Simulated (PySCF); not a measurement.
## Excitation energy of Be by level of theory

Be [He] 2s2 (1S) → Be [He] 2s1 3d1 (3D), as a difference of total energies. Calculation: PySCF 2.14, in dyall-acv3z (15s9p4d2f, 76 functions); scalar relativity by spin-free X2C-1e. Correlated levels: valence: 1s2 frozen; virtual orbitals above 40 to 60 times the deepest correlated orbital energy dropped. The calculations carry no spin-orbit coupling.

```csv
method,excitation energy (eV)
UHF,7.694
MP2 (valence),8.387
SCS-MP2 (valence),8.613
CCSD (valence),8.719
```

Task: How much does correlation contribute at MP2 (valence)?

Result: 8.387 − (7.694) = 0.693 eV, measured against UHF.

The promoted electron is Rydberg-like, and one or two diffuse shells describe it only roughly, which tends to raise the upper state.

With two correlated electrons CCSD is exact in that space.
